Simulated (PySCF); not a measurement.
Structure with atom numbers: `[CH2:1]=[C:2]([O:3][SiH2:4][OH:5])[C:6](=[O:7])[OH:8]`. Each H is labelled by its parent atom. Ha(C1) is cis to O3; Hb(C1) is trans to O3.

How the numbers were obtained: geometry: GFN2-xTB, PBE0/pcSseg-1 with gauge-including orbitals, in PySCF (no solvent, no relativistic terms, fast rotation and ring inversion assumed for equivalent nuclei, one conformer).

δ = σ(ref) − σ, references computed at the same level: TMS for ¹³C (σref 186.93) and ¹H (σref 31.72) and ²⁹Si (σref 349.16); H2O for ¹⁷O (σref 336.08).

```
 atoms  nucleus  count  δ (ppm)
 H(O8)       ¹H      1        ?
Hb(C1)       ¹H      1        ?
    O5      ¹⁷O      1     65.4
    C6      ¹³C      1    172.5
    O7      ¹⁷O      1        ?
   Si4     ²⁹Si      1    -41.9
Ha(C1)       ¹H      1     5.71
 H(O5)       ¹H      1     2.82
    C2      ¹³C      1    151.6
    O3      ¹⁷O      1    140.4
H(Si4)       ¹H      2     4.80
    C1      ¹³C      1        ?
    O8      ¹⁷O      1    193.9
```

Estimate the values marked ?.

Answers


- C1: 114.1 ppm, β carbon of a C=C–C=O unit
- H(O8): 6.30 ppm, hydrogen on an acid hydroxyl oxygen; labile proton, position sensitive to the medium
- Hb(C1): 6.09 ppm, hydrogen on a β carbon of a C=C–C=O unit; a vinylic proton, deshielded by the sp2 carbon and the C=C anisotropy
- O7: 398.1 ppm, carbonyl oxygen

Exchangeable OH/NH protons stand at their gas-phase positions; hydrogen bonding in a real sample shifts them, mostly to higher δ. Shifts are as computed. Against solution values, carbons near 30 ppm lie about +3 ppm off and those near 130 ppm about +5 ppm. Of 1211 compounds with measured shifts, 218 miss one by over three times the rms of a fit or turn the order of signals round; such compounds aren't used in these exercises. In solution the two oxygens of a carboxylic acid exchange roles by proton transfer and give one 17O line. Hydrogen bonding in solution shields acid and N–H amide carbonyl oxygens by tens of ppm. The C=O carbon of an acid or of an amide with N–H lies up to 10 ppm further downfield in solution, through hydrogen bonding that the calculation lacks. Unscaled 17O shifts of doubly bonded oxygen tend to come out too high, by tens of ppm or more. Experimental scales use liquid or dissolved standards, which lie at an offset from isolated H2O (liquid H2O: subtract about 36 ppm).
